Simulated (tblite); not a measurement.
C8H10Si.
Atom-mapped SMILES: `[cH:1]1[cH:2][cH:3][c:4]([SiH:5]2[CH2:6][CH2:7]2)[cH:8][cH:9]1` (hydrogens: H10 on C1; H11 on C2; H12 on C3; H13 on Si5; H14, H15 on C6; H16, H17 on C7; H18 on C8; H19 on C9)

Cartesian coordinates in Å at the GFN2-xTB level; atoms count from 1:
```
atom  x, y, z in Å
C1     3.0417    0.0920    0.0918
C2     2.5349    0.9024   -0.9102
C3     1.1690    0.9883   -1.1060
C4     0.2819    0.2700   -0.3093
Si5   -1.5639    0.4017   -0.5924
C6    -2.7373    0.1366    0.8601
C7    -2.6738   -1.0461   -0.1139
C8     0.8086   -0.5411    0.6935
C9     2.1733   -0.6306    0.8936
H10    4.1085    0.0258    0.2485
H11    3.2067    1.4675   -1.5407
H12    0.7819    1.6228   -1.8911
H13   -1.9879    1.2707   -1.6805
H14   -2.3515   -0.0424    1.8538
H15   -3.6792    0.6642    0.8928
H16   -3.5779   -1.2388   -0.6726
H17   -2.2477   -1.9607    0.2736
H18    0.1395   -1.1080    1.3248
H19    2.5634   -1.2652    1.6766
```

Computed values, GFN2-xTB/tblite, gas phase, harmonic and unscaled. This tight-binding method is rough: wavenumbers can miss measured ones by several per cent, in bad cases by 10 to 20. Modes of hydrogen on silicon can be 10 to 20 % off. One conformer, not necessarily the lowest.

Harmonic wavenumbers (cm⁻¹): 39.0, 100.3, 104.8, 202.1, 246.9, 359.3, 381.5, 421.5, 478.0, 589.2, 609.7, 659.1, 670.9, 687.8, 698.4, 733.1, 747.7, 769.0, 861.2, 878.0, 900.4, 928.5, 932.8, 978.7, 1018.3, 1051.3, 1081.6, 1087.8, 1124.0, 1160.7, 1162.2, 1183.1, 1208.2, 1288.0, 1315.6, 1421.2, 1436.2, 1455.8, 1466.5, 1576.1, 1593.2, 2316.2, 3057.9, 3061.7, 3063.8, 3066.5, 3067.4, 3072.4, 3077.8, 3084.8, 3087.5.

A = 3727, B = 823.9, C = 713.4 MHz; mass 134.055 u (most abundant isotopes); point group Cs, symmetry number 1.

Q: What is the zero-point energy?

A: ½Σν̃ = 32782 cm⁻¹ = 392.16 kJ/mol.

Q: Give the ideal-gas entropy at 273.15 K and 1 bar in the rigid-rotor, harmonic-oscillator model (classical rotation).

A: Translation 168.12, rotation 121.81, vibration 91.16: S = 381.1 J/(mol K).

Q: And Cp and H(273.15 K) − H(0)?

A: Cp = 142.53 J/(mol K), of which vibrations give 109.27 (their classical limit is 51 R = 424.0); H(273.15 K) − H(0) = 22.59 kJ/mol without the zero-point energy, 13.50 from vibrations.

Q: How do the functions run with temperature in this model?

A: 
| T (K) | S (J/(mol K)) | Cp (J/(mol K)) | H − H(0) (kJ/mol) | G − H(0) (kJ/mol) | ln q(vib) |
| --- | --- | --- | --- | --- | --- |
| 100 | 285.1 | 66.7 | 4.97 | -23.54 | 1.46 |
| 200 | 342.7 | 106.4 | 13.50 | -55.03 | 3.47 |
| 300 | 395.1 | 156.0 | 26.59 | -91.93 | 5.61 |
| 500 | 496.0 | 241.0 | 66.84 | -181.17 | 10.29 |
| 800 | 627.5 | 316.8 | 151.68 | -350.36 | 17.50 |
| 1000 | 701.8 | 348.3 | 218.37 | -483.45 | 22.08 |

q(vib) and H(0) count from the zero-point level.

Q: What must be added to the electronic energy to get the Gibbs energy at 273.15 K and 1 bar?

A: ZPE + [H(273.15 K) − H(0)] − T·S = 392.16 + 22.59 − 104.10 = 310.65 kJ/mol.

Q: Which modes carry the vibrational entropy at 273.15 K?

A: 39.0 cm⁻¹: 21.49; 100.3 cm⁻¹: 13.72; 104.8 cm⁻¹: 13.36; 202.1 cm⁻¹: 8.18; 246.9 cm⁻¹: 6.69; 359.3 cm⁻¹: 4.15 J/(mol K); the other 45 give 23.58 together.

Q: Blend soft modes into free rotors: weight 1/[1 + (100 cm⁻¹/ν̃)⁴] for the oscillator and the rest for a rotor with moment μB/(μ + B), μ = h/(8π²ν), B = 10⁻⁴⁴ kg m². What vibrational entropy results?

A: 83.45 J/(mol K) in place of 91.16, which changes −T·S at 273.15 K by +2.11 kJ/mol.

Hindered rotation and anharmonicity are outside this model. Other conformers, if any are populated, would add a mixing term that is left out.

Hardware: Arm Neoverse N1, one thread, shared host. Cost: 1.4 s wall. This covers the Hessian and the dipole derivatives.
